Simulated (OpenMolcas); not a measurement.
## Cr2+: moving the ligands

Cr2+ with its 8 nearest fluoride ions at 2.284 Å, on the Ca site of CaF2 (a = 5.46294 Å, distance in the model lattice 2.366 Å). The rest of the host is ab initio model potentials to 7.6 Å and point charges beyond; the distance is set by hand and nothing relaxes. Ligand basis ANO-RCC-VDZP.
```
Cr    0.0000    0.0000    0.0000
F     1.3187    1.3187    1.3187
F     1.3187    1.3187   -1.3187
F     1.3187   -1.3187    1.3187
F     1.3187   -1.3187   -1.3187
F    -1.3187    1.3187    1.3187
F    -1.3187    1.3187   -1.3187
F    -1.3187   -1.3187    1.3187
F    -1.3187   -1.3187   -1.3187
```

* Program: OpenMolcas
* Method: SS-CASPT2, IPEA 0.25 Eh, imaginary shift 0.1 Eh (closed shells correlated: 3s 3p and the ligand valence shells)
* Basis: ANO-RCC-VTZP [6s5p3d2f1g]
* Scalar Hamiltonian: DKH2, point nucleus
* Active space: 4 electrons in 5 orbitals (3d)
* State averaging: 2S+1 = 5 even, 5 roots; 2S+1 = 3 even, 45 roots; 2S+1 = 1 even, 50 roots
* Spin-orbit coupling: state interaction with AMFI integrals over the reference wave functions

Runs around this geometry, states (labels of O, the rotations of Oh). Energies in cm-1 above the lowest state or level, χT in cm3 K/mol; under a threefold ground state the first gap can be a small split of the lowest multiplet, not the spin-orbit step.

```csv
R (Å),Ground state,First state of that spin,First gap with spin-orbit (degeneracies),χT at 300 K,First state of another spin
2.24,5T2,5E 6060,"12 (1, 3)",2.643,3T1 12850
2.284,5T2,5E 5470,"12 (1, 3)",2.639,2S+1 = 3: 13270
2.366,5T2,5E 4560,"14 (1, 3)",2.631,3T1 14150
```

Taking the first state of the same spin as R^-n, n = -ln(4560 / 6060) / ln(2.366 / 2.24) = 5.2 between the shortest and longest distance.

Roots that are degenerate in the reference are averaged as groups; the widest CASPT2 spread within a group is 1700 cm-1 (the 6-fold group of multiplicity 3 near 22800 cm-1 above the lowest state of its run, R = 2.284). Shifts and gaps below about the spread of the groups concerned are not significant. Over all roots computed the reference weight is 0.68 to 0.70 in R = 2.24, 0.68 to 0.70 in R = 2.284, 0.68 to 0.70 in R = 2.366; a low but even weight reflects the number of correlated electrons. An orbital triplet at a regular site is open to Jahn-Teller coupling, which can distort the site and quench the lowest spin-orbit gaps and is left out. Ligand-to-metal charge-transfer states are missing. These CASPT2 states fit no ligand-field parameters well, so their order and spin gaps are uncertain. With no ligand orbital active B as a rule stays too high, so bands that hang on it stand too high and its fall with covalency is understated. With one d shell and no ligand orbital active, 10Dq can be off by tens of per cent for divalent 3d ions, low with halides held by bare charges and at times high in hosts. Free-ion shares, where given, are those of the reference states; single-state CASPT2 does not remix them. A group larger than the point group allows holds several states that coincide in this model. No measured value stands beside these numbers; the geometry was set by hand and not optimised.

A state without a sure symmetry label is named by its multiplicity alone.
